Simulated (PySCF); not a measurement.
C₈H₅N₅, SMILES C1=CC2=NC=NC3=NC=CC(=N1)N23.

Geometry: B3LYP-D3(BJ)/def2-SVP.

Two levels are set side by side: TDA-PBE/def2-SVP (PySCF) and TDA-ωB97X/def2-SVP (PySCF). Vertical, same geometry. The lowest singlet is HOMO→LUMO 99 % with PBE and HOMO→LUMO 96 % with the other functional; states are paired by order. Differences are taken from unrounded values.

```csv
quantity,TDA-ωB97X,TDA-PBE,TDA-PBE minus TDA-ωB97X
lowest singlet excitation (eV),2.65,2.18,-0.48
lowest triplet excitation (TDA) (eV),2.32,1.94,-0.38
first bright state (f over 0.05) (eV),4.88,3.90,-0.98
its oscillator strength,0.35,0.07,-0.28
```

Functionals without exact exchange tend to place singlet excitations lower, as here. Differences between two approximate levels are no errors against the true value.

Rough cost on one machine, each run with all the roots and properties that it gave: TDA-ωB97X against TDA-PBE about 3 times.
